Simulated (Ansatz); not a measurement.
`N[SiH2]B(F)F` + CH₃SH → `CSB(F)F` + `N[SiH3]` at 298.15 K and 1 bar (cleavage of the B–Si bond).

Gas-phase electronic energies from Ansatz, PBE0-D4/def2-TZVP geometries. CBS: MP2 limit from def2 TZ/QZ plus the TZ coupled-cluster correction, frozen cores. This one scheme is used for every species. One conformer a species, not always the lowest.

```csv
species,CCSD(T)/CBS energy (Eh),H − E (kJ/mol),S (J/(mol·K))
`N[SiH2]B(F)F`,-570.70466,159.4,356.0
CH₃SH,-438.22835,133.0,253.2
`CSB(F)F`,-662.16308,147.1,331.3
`N[SiH3]`,-346.80422,145.7,264.3
```

H − E and S are ideal-gas, rigid-rotor, harmonic terms from PBE0-D4/def2-TZVP, for one conformer and one mirror image of each species. 1 Eh = 2625.50 kJ/mol, R = 8.31446 J/(mol·K).

By hand: ΔE, ΔH, ΔS and ΔG.

ΔE = (-662.16308) + (-346.80422) − (-570.70466) − (-438.22835) = -0.03429 Eh = -90.0 kJ/mol. Δ(H − E) = 147.1 + 145.7 − 159.4 − 133.0 = 0.4, so ΔH = -89.6 kJ/mol. ΔS = 331.3 + 264.3 − 356.0 − 253.2 = -13.6 J/(mol·K). ΔG = -89.6 − 298.15 × (-13.6)/1000 = -85.5 kJ/mol.

By hand: the equilibrium constant, and the temperature at which ΔG would vanish if ΔH and ΔS stayed fixed.

log₁₀ K = −ΔG/(RT ln 10) = 15.0. ΔG = 0 at ΔH/ΔS = 6588 K, far beyond where these terms or the molecules hold.

The number of gas molecules stays the same, so ΔS is small and ΔH decides. A doubt of 5 kJ/mol in ΔE shifts log₁₀ K by 0.9 here. Other conformers and mirror images would add mixing entropy, several J/(mol·K) or more a flexible species. Modes under 60 cm⁻¹, often nearly free rotors, make the harmonic entropy too high. These are equilibria of isolated gas molecules and say nothing of rates. Largest T1 diagnostic: 0.013 (customary marks: 0.02 for closed shells, 0.045 for open ones).
